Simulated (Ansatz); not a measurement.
Cost and result for the atomization energy of `N=C1NC[Te]1` (9 atoms, 9 bonds).

| atom | x (Å) | y (Å) | z (Å) |
| --- | --- | --- | --- |
| N1 | 1.188 | 1.506 | -0.970 |
| C2 | 0.688 | 0.565 | -0.313 |
| N3 | -0.616 | 0.191 | -0.264 |
| C4 | -0.816 | -0.945 | 0.595 |
| Te5 | 1.291 | -1.011 | 1.065 |
| H6 | 2.187 | 1.616 | -0.865 |
| H7 | -1.335 | 0.661 | -0.795 |
| H8 | -1.432 | -0.740 | 1.471 |
| H9 | -1.154 | -1.843 | 0.076 |

The species carries charge 0 and has multiplicity 1. Correlated methods include outer-core shells of Te, which these sets cover unevenly. Te: def2 effective core potential. The structure was optimised at the PBE0-D4/def2-TZVP level. It is one conformer, not always the lowest. Program: Ansatz. All runs use 4 threads of a server CPU on a shared host. Times are those of one run each, without the atoms' runs, and a repeat can differ threefold. Electronic energies, without spin–orbit coupling; frozen cores. CCSD(T)/CBS adds CCSD(T) − MP2 in def2-TZVPP to the MP2 limit, and its time is that of the two runs behind it. T1 = 0.015. With those shells the extrapolation isn't a true limit. B3LYP takes the VWN-RPA correlation (the form of Gaussian; ORCA's B3LYP/G).

CCSD(T)/CBS is a level of theory with its own doubt, some kJ/mol a heavy atom from the limit and from the frozen cores, so smaller differences don't rank the functionals.

| level | functions | wall time |
| --- | --- | --- |
| BLYP-D4/def2-TZVPP | 230 | 1.8 s |
| PBE-D4/def2-TZVPP (with forces) | 230 | 2 s |
| PBE0-D4/def2-TZVPP | 230 | 2.4 s |
| CAM-B3LYP-D4/def2-TZVPP | 230 | 2.7 s |
| BHLYP-D4/def2-TZVPP | 230 | 3 s |
| B3LYP-D4/def2-TZVPP (with forces) | 230 | 3.4 s |
| r2SCANh-D4/def2-TZVPP | 230 | 3.5 s |
| B2PLYP/def2-TZVPP | 230 | 3.9 s |
| ωB97X-V/def2-TZVPP | 230 | 4.1 s |
| CCSD(T)/def2-SVP | 102 | 5.5 s |
| MP2/def2-QZVPP | 430 | 16 s |
| CCSD(T)/def2-TZVPP | 230 | 99 s |
| CCSD(T)/CBS(def2) | – | 120 s |

(1) What atomization energy does each give, and how far from CCSD(T)/CBS? (Best estimate.)

Answers

(1) Computed: 
```csv
level,atomization (kcal/mol),difference from CCSD(T)/CBS,per bond
BLYP-D4/def2-TZVPP,815.9,16.7,1.9
PBE-D4/def2-TZVPP (with forces),842.6,43.4,4.8
PBE0-D4/def2-TZVPP,810.8,11.6,1.3
CAM-B3LYP-D4/def2-TZVPP,802.4,3.2,0.4
BHLYP-D4/def2-TZVPP,761.5,-37.7,-4.2
B3LYP-D4/def2-TZVPP (with forces),804.8,5.6,0.6
r2SCANh-D4/def2-TZVPP,790.9,-8.3,-0.9
B2PLYP/def2-TZVPP,791.5,-7.7,-0.9
ωB97X-V/def2-TZVPP,802.4,3.2,0.3
CCSD(T)/def2-SVP,736.0,-63.2,-7.0
MP2/def2-QZVPP,808.9,9.7,1.1
CCSD(T)/def2-TZVPP,768.3,-30.9,-3.4
CCSD(T)/CBS(def2),799.2,0.0,0.0
```

At CCSD(T), def2-SVP lies −63.3 kcal/mol from the extrapolated value and def2-TZVPP −30.9 kcal/mol: correlation converges slowly with the basis, and small sets miss more of it in the bonded molecule than in its fragments. In def2-TZVPP, CCSD(T) changes the Hartree–Fock value by +270.1 kcal/mol (the triples alone add +21.8 kcal/mol) and MP2 by +292.2 kcal/mol; breaking electron pairs costs correlation energy, which Hartree–Fock lacks. From PBE to PBE0 (25 % exact exchange), in def2-TZVPP and without D4, the atomization energy moves by −30.9 kcal/mol: exact exchange takes away binding that semilocal exchange gives to molecules.

Spin–orbit coupling would lower the free Te atoms strongly, and the atomization energy with them, by more than many differences here.
